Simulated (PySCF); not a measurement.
C₇H₉N.
Geometry (GFN2-xTB, Å), atoms numbered from 1 in this order:
```
atom  x, y, z in Å
C1    -2.415   -0.369    0.557
C2    -1.474   -0.380   -0.649
C3    -0.061   -0.142   -0.204
C4     0.434    1.148   -0.025
C5     1.733    1.311    0.420
C6     2.497    0.183    0.678
C7     1.913   -1.057    0.474
N8     0.675   -1.217    0.045
H9    -3.439   -0.550    0.239
H10   -2.124   -1.145    1.261
H11   -2.374    0.593    1.065
H12   -1.527   -1.353   -1.139
H13   -1.776    0.394   -1.357
H14   -0.192    2.002   -0.237
H15    2.146    2.300    0.564
H16    3.515    0.264    1.026
H17    2.462   -1.971    0.660
```

Probes without a nucleus sit at each ring's centroid and 1 Å off its mean plane on both sides; NICS is minus the shielding there, NICSzz its component along the normal. Level: GIAO PBE0/pcSseg-1 (PySCF, non-relativistic, gas phase) on the GFN2-xTB geometry, one conformer.

Ring bond lengths (Å), with Mayer bond orders in brackets: C3–C4 1.393 (1.32), C4–C5 1.383 (1.45), C5–C6 1.387 (1.42), C6–C7 1.386 (1.40), C7–N8 1.321 (1.49), N8–C3 1.326 (1.47).

**Question.** Give the NICS values of each ring in ppm.

**Answer.** 
| ring | type | NICS(0) | NICS(1), two faces | NICS(1)zz, two faces | rms pucker (Å) | centre to ring atoms, mean (Å) |
| --- | --- | --- | --- | --- | --- | --- |
| C3–C4–C5–C6–C7–N8 | 6-membered ring with N; formal bonds all aromatic | -7.3 | -11.2 / -11.2 | -27.7 / -28.3 | 0.00 | 1.37 |

**Question.** What can be read from them?

**Answer.** 
- C3–C4–C5–C6–C7–N8: mean NICS(1)zz -28.0 ppm, shielded. For a flat ring without four-coordinate atoms the NICS criterion counts such a value as aromatic.

**Question.** How equal are the bonds by HOMA? Use HOMA with the parameters of Krygowski (1993).

**Answer.** 
- C3–C4–C5–C6–C7–N8: HOMA 0.99; the largest term is that of C7–N8, α(R − Ropt)² = 0.02. The geometric and the magnetic index point the same way.

**Question.** What are the shieldings of the ring atoms and their hydrogens in the same run (means over atoms taken as equivalent)?

**Answer.** 
```tsv
atoms	environment	σ isotropic (ppm)
C3	substituted aromatic carbon	15.8
C4	aromatic CH carbon	60.2
C5	aromatic CH carbon	44.7
C6	aromatic CH carbon	61.5
C7	aromatic CH next to a ring nitrogen	31.4
N8	pyridine-type nitrogen	-86.8
H14	aromatic hydrogen	24.35
H15	aromatic hydrogen	23.83
H16	aromatic hydrogen	24.49
H17	aromatic hydrogen	22.85
```

Time: 38 s of wall time. Hardware: one thread, x86-64 server, no GPU, shared host. This is the whole shielding run at PBE0/pcSseg-1, SCF included.
